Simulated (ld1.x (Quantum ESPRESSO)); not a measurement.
# What one change does to a pseudopotential (Rh (Z = 45), TM)

```
Element                 : Rh
Generator               : ld1.x (Quantum ESPRESSO) 7.5
Type                    : norm-conserving Troullier–Martins (Kleinman–Bylander form)
Functional              : PBE
Relativity              : fully relativistic
Frozen core             : [Kr]
Valence charge          : 9
Reference configuration : 4d8.5 5s0.5 5p0
Partial waves           : 5p (bound, empty): rc 3.40 bohr; 4d (bound): rc 1.50 bohr; 5s (bound): rc 1.90 bohr
Local potential         : the s channel
Core correction         : none
```

Open shells are filled in proportion to 2j + 1 (rel_dist='average').

All-electron outer shells of the reference configuration (PBE, scalar-relativistic, ld1.x):

```json
{"shell": "4s", "level (eV)": "-80.87", "outermost node (bohr)": "0.47", "outermost maximum (bohr)": "0.88"}
{"shell": "4p", "level (eV)": "-48.86", "outermost node (bohr)": "0.47", "outermost maximum (bohr)": "0.94"}
{"shell": "4d", "level (eV)": "-4.71", "outermost node (bohr)": "0.46", "outermost maximum (bohr)": "1.15"}
{"shell": "5s", "level (eV)": "-3.82", "outermost node (bohr)": "1.19", "outermost maximum (bohr)": "2.70"}
{"shell": "5p", "level (eV)": "-0.63", "outermost node (bohr)": "1.36", "outermost maximum (bohr)": "4.18"}
```

Change: all radii scaled by about 1.10 (s 2.10, p 3.74, d 1.66 bohr).

Cutoffs: the cutoffs (Ry, on a coarse ladder) from which the occupation-weighted sum of valence levels, in a spherical-Bessel basis at the reference potential, stays within 10 and 1 mRy of its value at 400 Ry; they do not see the model core or the augmentation charge, which bear on the density cutoff. Errors are all-electron minus pseudo energies relative to the spin-unpolarised reference configuration.

Question: How do hardness, ghosts and transferability respond?

Answer: The potential gets softer (60 Ry and 80 Ry → 55 Ry and 70 Ry); of the 7 tests that both files solve, the error grows in 4 and shrinks in 1 by more than 15 % and 0.3 meV (median size 14.8 → 18.8 meV); neither file shows a bound ghost. A larger radius leaves more room for a smooth pseudo-wave, so fewer plane waves are needed.

```tsv
quantity	base	changed
cutoff, loose	60 Ry	55 Ry
cutoff, tight	80 Ry	70 Ry
loose cutoff by channel (10 mRy a level)	d 50 Ry, s 18 Ry	d 45 Ry, s 6 Ry
bound ghosts	none	none
error for 4d8 5s1 5p0, meV [ΔE 0.63 eV]	-14	-19
error for 4d8 5s0 5p0, meV [ΔE 8.09 eV]	+3.7	+1.4
error for 4d7 5s0 5p0, meV [ΔE 27.60 eV]	-129	-149
error for 4d6 5s0 5p0, meV [ΔE 60.11 eV]	-582	-637
error for 4d8 5s0.5 5p0, meV [ΔE 3.55 eV]	-8.3	-11
error for 4d7 5s1 5p1, meV [ΔE 7.25 eV]	-165	-205
error for 4d8 5s0 5p1, meV [ΔE 4.23 eV]	-15	-13
```
